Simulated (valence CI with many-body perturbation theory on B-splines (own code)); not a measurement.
Results of a calculation; reference values are marked as such.
Sensitivity of CI+MBPT for As XXI

Level of theory: relativistic CI+MBPT: three valence electrons over a frozen Dirac-Fock core [Ne], a basis of 6 s, 6 p, 5 d, 3 f, 1 g functions for each j, with the one-electron correlation potential Σ1, the two-electron term Σ2, the three-electron term Σ3, Breit, model QED; selected CI, second order for the rest, scaled by the run's own slope (own B-spline code, finite nucleus).

No measured levels were compared; by estimate levels of excited configurations hold to 0.05 to 0.15 % of their energy, terms of the ground configuration to about 0.5 %.

The reference run has the lowest level 3s2.3p 2P°_1/2 and an ionisation energy of 819.936 eV. Its largest variational space holds 2931 state functions.

Names give the largest LS component (configuration and term), which can be under half, so a name can repeat, a term be missing and a line seem to break the LS rules; names also repeat where a configuration has a term twice.

Changed runs:
A. QED terms on → off; highest l in the core sums 6 → 7
B. core polarisation of operators on → off; natural orbitals for correlation on → off
C. scale of Σ2 1 → 0.8
D. box radius (bohr) 4.0137 → 0.53 (bad on purpose)

Excitation energies of the reference run in cm⁻¹, and shifts in cm⁻¹:

| Level | Reference | A | B | C |
| --- | --- | --- | --- | --- |
| 3s2.3p 2P°_3/2 | 63580 | -138 | -18 | -17 |
| 3s.3p2 4P_1/2 | 351774 | +1647 | -875 | -262 |
| 3s.3p2 4P_3/2 | 383013 | +1557 | -998 | -298 |
| 3s.3p2 4P_5/2 | 409961 | +1508 | -872 | -275 |
| 3s.3p2 2D_3/2 | 483443 | +1376 | +153 | -62 |
| 3s.3p2 2D_5/2 | 499476 | +1314 | -6.7 | -117 |
| 3s.3p2 2P_1/2 | 561293 | +1630 | +1279 | +599 |
| 3s.3p2 2S_1/2 | 624800 | +1490 | +1369 | +550 |
| 3s.3p2 2P_3/2 | 636504 | +1487 | +1093 | +833 |
| 3s2.3d 2D_3/2 | 720798 | +236 | +1560 | +755 |
| 3s2.3d 2D_5/2 | 729371 | +164 | +1515 | +732 |
| 3p3 2D°_3/2 | 895559 | +2930 | -238 | +114 |
| Ionisation energy (eV) | 819.936 | -0.028 | -0.136 | +0.038 |

Run D: It gave no result. The program said: "need at least one array to concatenate".
